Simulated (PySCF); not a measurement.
Ir(acac)(CO)2 (C7H7IrO4), SMILES CC1=CC(C)=[O]->[Ir](<-[C-]#[O+])(<-[C-]#[O+])[O]1, multiplicity 1.

Geometry: B3LYP-D3(BJ)/def2-SVP. The spin state was assumed, not searched. The isomer is the one that the SMILES or the coordinates give; other isomers of the formula were not compared. The def2 effective core potentials stand for the cores of Ir; spin–orbit coupling is left out. Other conformers were not sampled.

Level of theory: PBE/def2-SVP run with PySCF.

Gas-phase values at a fixed geometry.

Q: Estimate the frontier levels, gap, dipole moment and polarisability. (An estimate is asked for; the answer gives what the named calculation found.)

A: 
```
Property                                                                                                         Result
---------------------------------------------------------------------------------------------  ------------------------
highest occupied level                                                                                         -5.46 eV
lowest empty level                                                                                             -2.45 eV
orbital gap                                                                                                     3.01 eV
dipole moment                                                                                                    3.83 D
quadrupole, principal values (traceless, Buckingham form, about the centre of nuclear charge)    -6.57, -1.22, 7.79 D·Å
mean static polarisability                                                                       132.2 bohr³ (19.60 Å³)
polarisability, principal values                                                               73.9, 149.9, 173.0 bohr³
```
